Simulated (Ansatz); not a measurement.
Two structures of CH5ClGe, closed shell, reached by relaxing down either side of one saddle point (PBE0-D4/def2-TZVP). Energies are electronic, without zero-point energy. Computed with Ansatz 0.2.0 (basis: def2-TZVPP and def2-QZVPP); correlated methods freeze the cores. Filled d shells of the heavier atoms are correlated. The def2 sets are not built for correlating such inner shells, so the correlated values are less sure here. Extrapolation: Hartree–Fock as exp(−7.88 √X), correlation as X^−2.97. First:

Ge1  (-0.407, -0.029, 0.785)
Cl2  (0.493, -1.795, 1.654)
C3  (0.369, 0.214, -0.977)
H4  (1.447, 0.343, -0.891)
H5  (-0.087, 1.129, 1.741)
H6  (-1.918, -0.299, 0.737)
H7  (-0.060, 1.097, -1.454)
H8  (0.163, -0.660, -1.595)
(Å)

Second:

```tsv
atom	x (Å)	y (Å)	z (Å)
Ge1	-1.1134	0.5381	0.4682
Cl2	2.2241	-1.7997	0.6261
C3	0.0474	0.3676	-0.8628
H4	1.3100	-0.9727	0.1850
H5	-0.9417	1.5780	1.5703
H6	-2.2846	-0.4206	0.6549
H7	0.8611	1.0704	-0.9921
H8	-0.1030	-0.3611	-1.6497
```

Problem. Which bonds change from the first to the second?

Solution. CH₅ClGe ([CH3][GeH2][Cl]) → CH₄Ge ([CH2][GeH2]) + HCl; bonds formed: Cl2–H4; bonds broken: Ge1–Cl2, C3–H4.

Problem. Give the saddle point's structure and its height above each. (Judge from chemistry; the value comes from the calculation.)

Solution. By the calculation: 3.288 eV above the first and 0.454 eV above the second (CCSD(T) at an estimated basis limit (MP2 extrapolated from triple and quadruple zeta, plus CCSD(T) − MP2 in triple zeta)).
Ge1  (-0.849, 0.338, 0.512)
Cl2  (1.484, -1.497, 1.067)
C3  (0.171, 0.334, -0.976)
H4  (1.014, -0.661, -0.055)
H5  (-0.575, 1.270, 1.689)
H6  (-1.920, -0.717, 0.772)
H7  (0.820, 1.179, -1.176)
H8  (-0.146, -0.247, -1.834)
(Å)

No T1 diagnostic of these runs exceeds 0.015. The restricted Hartree–Fock reference is unstable towards an unrestricted one at one or more of these structures.

Labels in which every atom is bracketed show which atoms are joined, not bond orders.

For scale, one of the runs: CCSD(T)/def2-TZVPP, 191 basis functions (an equivalent command: `ansatz run in.yaml --threads 4`). Time: 46 s of wall clock on 4 CPU threads; the host was shared. Peak host memory: 2 GiB.
